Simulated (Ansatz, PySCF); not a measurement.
C4H4, SMILES C1=CC=C1.

The structure is a stationary point at PBE0-D3(BJ)/def2-SVP.

Vertical ionisation energy (IE) and electron affinity (EA) in eV. Rows of orbital energies are one-electron estimates. Where ΔSCF, EOM or ADC give a negative EA the extra electron is unbound and the value depends on the basis.

```
level                                                                       IE     EA
------------------------------------------------------------------------  ----  -----
−ε(HOMO), −ε(LUMO), PBE0/def2-TZVPD (PySCF)                               5.57   1.70
−ε(HOMO), −ε(LUMO), PBE/def2-TZVPD (PySCF)                                4.58   2.73
ΔSCF, CAM-B3LYP/def2-SVPD (Ansatz), final states of multiplicity 2 and 2  7.95  -0.43
ΔSCF, PBE/def2-SVPD (Ansatz), final states of multiplicity 2 and 2        7.97  -0.34
```

Q: What vertical singlet–triplet gap does ΔSCF give with CAM-B3LYP/def2-SVPD (Ansatz, a first-principles code) and with PBE/def2-SVPD (Ansatz)? (An estimate is asked for; the answer gives what the named calculation found.)

A: 1.31 and 1.23 eV (triplet above singlet where positive).
